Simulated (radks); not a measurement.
The numbers below are computed, except where a source is named.
Task: The mean radii <r> (bohr) of the occupied orbitals of an atom or ion are listed with their occupations. Level of theory: non-relativistic Kohn-Sham, PBE, spin-polarised, spherical densities, point nucleus (a radial shooting solver on a logarithmic mesh with Libxc functionals).

orbital  occ.      <r>
1s up       1  0.02528
1s down     1  0.02528
2s up       1   0.1061
2s down     1   0.1061
2p up       3  0.08996
2p down     3  0.08993
3s up       1   0.2493

Name the element and its charge. Open shells, if any, are filled with parallel spins first.

Result: Z = 60, neodymium, charge +49: Nd49+ in [Ne] 3s1. The 1s radius gives Z: for a bare nucleus <r> = 1.5/Z, 0.025 bohr for Z = 60, and screening makes it slightly larger (0.02528 here). The occupations add up to 11, and the charge is Z minus that.
